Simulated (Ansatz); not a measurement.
A nudged elastic band was laid between two geometries of C₃H₄OSi (9 atoms, charge 0, multiplicity 1).

The calculation used Ansatz, RKS B3LYP/STO-3G.

```json
{
  "movable images": "5",
  "climbing image": "yes",
  "spring": "5.0 eV/Å²",
  "optimiser": "quadratic models (default)",
  "start path": "through a guess of the saddle point",
  "force threshold": "0.05 eV/Å",
  "iteration limit": "60",
  "end points": "relaxed"
}
```

Image 0:

```xyz
9
Properties=species:S:1:pos:R:3
C 0.509 2.338 -0.431
C 0.629 1.134 -0.446
C 0.727 -0.364 -0.432
O 1.689 -0.955 -1.004
Si -0.703 -1.246 0.506
H 0.406 3.414 -0.421
H -0.495 -2.673 0.461
H -1.957 -0.906 -0.126
H -0.716 -0.788 1.877
```

Image 6:

```xyz
9
Properties=species:S:1:pos:R:3
C 1.464 2.340 -0.770
C 0.536 1.438 -0.431
C 0.716 -0.121 -0.420
O 1.698 -0.691 -0.951
Si -0.708 -1.042 0.493
H -0.448 1.791 -0.091
H -0.530 -2.468 0.350
H -1.964 -0.626 -0.086
H -0.674 -0.668 1.889
```

Question: What changes between the two ends?

Answer: Bonds broken: C1–H6. Bonds formed: C2–H6.

Question: What energy profile does the band end with?

Answer: The run converged. The highest image is number 4 of 0 to 6, 2.82 eV above the first end and 0.70 eV above the last; the last end lies 2.11 eV above the first. Neighbouring images differ by up to 1.3 eV, so the band resolves the path poorly. A vibrational analysis at the climbing image gives one clearly imaginary mode, 1142i cm⁻¹: a first-order saddle point. The orbitals stay closed-shell, which can raise the energy where a bond breaks towards radicals; this wasn't checked here. Limits of this set-up: minimal basis.

```tsv
image	path coordinate (Å)	energy (eV)	C1–H6 (Å)	C2–H6 (Å)
0	0.00	0.00	1.08	2.29
1	0.53	0.03	1.08	2.29
2	1.07	0.41	1.07	2.20
3	1.60	1.71	1.10	1.84
4	2.13	2.82	1.31	1.36
5	2.59	2.34	1.76	1.13
6	3.04	2.11	2.10	1.10
```

Question: What is the geometry of the highest image?

Answer: 
```xyz
9
Properties=species:S:1:pos:R:3
C 0.921 2.539 -0.698
C 0.746 1.261 -0.511
C 0.774 -0.250 -0.407
O 1.765 -0.858 -0.906
Si -0.713 -1.083 0.486
H -0.183 2.170 -0.095
H -0.613 -2.514 0.329
H -1.938 -0.590 -0.099
H -0.670 -0.721 1.884
```

The band took 15 iterations and about 2 core-minutes.

The run took 2 min on 1 thread of Arm Neoverse V2, on a shared host, peak memory 0.2 GiB.
